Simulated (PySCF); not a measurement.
## RuSF2, triplet: computed properties

Method: UPBE0/[Ru def2-TZVP with ECP28, S def2-TZVP, F def2-TZVP], scalar-relativistic core potentials, density fitting, no spin–orbit coupling, PySCF.

The structure is a minimum.

```xyz
4
charge 0 multiplicity 3, angstrom
Ru    0.0000    0.0000   -0.2240
S     0.0000    0.0000    1.7963
F     1.6854    0.0000   -0.9060
F    -1.6854    0.0000   -0.9060
```

```json
{
 "Point group": "C2v",
 "Bond lengths": "Ru–F 1.818 Å (×2), Ru–S 2.020 Å",
 "Bond angles": "F–Ru–F 135.9°, F–Ru–S 112.0° (×2)",
 "Lowest empty level (α)": "-4.46 eV",
 "Spin squared ⟨S²⟩": "2.030",
 "Zero-point energy": "14.8 kJ/mol",
 "Atomisation energy without zero-point energy": "1176 kJ/mol",
 "Enthalpy at 298.15 K above 0 K": "15.75 kJ/mol",
 "Rotational symmetry number": "2",
 "Highest occupied level (β)": "-7.63 eV",
 "Heat capacity Cp at 298.15 K": "68.5 J/(mol K)",
 "Dipole moment": "0.77 D",
 "Principal polarisabilities": "38.2, 45.3, 71.3 bohr³",
 "Principal quadrupole moments (Buckingham, traceless) about the centre of mass": "-6.51, 1.44, 5.07 D Å",
 "Rotational constants": "0.1562, 0.1209, 0.06814 cm⁻¹",
 "Entropy at 298.15 K and 1 bar (electronic part: spin only)": "322.7 J/(mol K)"
}
```

Harmonic modes (masses in u: Ru 101.904, S 31.972, F 18.998):
```csv
symmetry,ω (cm⁻¹),IR (km/mol),type
b1,156,5.7,bend
a1,182,3.4,bend
b2,183,0.0,bend
a1,586,10.5,stretch
a1,654,113,stretch
b2,708,168,stretch
```

In C2v the vibrations span b1 + 3a1 + 2b2. Here b1 is antisymmetric to the molecular plane and b2 lies in it.

Charges (e):
```json
{"atom": "Ru1", "Mulliken": "1.17", "Löwdin": "0.27", "polar tensor": "1.39", "spin (Mulliken)": "1.58", "Mayer order to Ru1": "–"}
{"atom": "S2", "Mulliken": "-0.26", "Löwdin": "0.24", "polar tensor": "-0.21", "spin (Mulliken)": "0.29", "Mayer order to Ru1": "2.12"}
{"atom": "F3,4", "Mulliken": "-0.46", "Löwdin": "-0.25", "polar tensor": "-0.59", "spin (Mulliken)": "0.07", "Mayer order to Ru1": "0.77"}
```

Mulliken populations on Ru1 (electrons outside its core potential): s 2.43, p 6.17, d 6.21, f 0.02.

Outer orbital energies (eV). α occupied: -12.99, -12.46, -11.28, -11.27, -9.58, -8.98, -8.20, -7.72; empty: -4.46, -3.57, -0.10, 0.45. β occupied: -12.80, -12.68, -12.42, -12.17, -10.99, -9.58, -9.52, -7.63; empty: -4.04, -3.88, -3.81, -2.99.

Formally Ru is in oxidation state +4, d4, with 2 unpaired electrons (the high-spin count would be 4). The Mulliken spin on Ru is 1.58. The polar-tensor charge on Ru, 1.39, is far below the formal one.

Only a few start shapes were tried, so a lower isomer may exist. With open d or f shells other occupations or spin states may lie lower.

The final relaxation and frequency run took roughly 16 core-minutes on a shared host.
